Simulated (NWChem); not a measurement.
System: CsI; SMILES [I][Cs]

All runs: NWChem. Medium grid unless said otherwise, to which SCAN and Minnesota functionals are sensitive. Structure relaxed at the PBE0/def2-SVP level. def2 effective core potentials on I, Cs; no spin-orbit coupling. Total energies of different functionals are on different scales.

```csv
level,energy (Ha),highest occupied level (eV),orbital gap (eV),dipole (D)
B3LYP/def2-SVP,-318.0422,-4.93,3.35,11.59
PBE/def2-SVP,-317.9301,-4.19,2.36,11.22
MPW1K/def2-SVP,-318.0789,-5.95,4.79,12.20
PW91/def2-SVP,-318.0542,-4.25,___,11.15
"LC-wPBE (HJS exchange hole, range parameter 0.4 per bohr)/def2-SVP",-318.0155,-7.64,7.26,12.51
HCTH/407/def2-SVP,-318.7737,-4.25,2.10,11.15
M06-L/def2-SVP,-318.1036,-4.07,2.33,11.87
```

Task: Complete the blanks.

Result: 
- PW91/def2-SVP, orbital gap (eV): 2.19
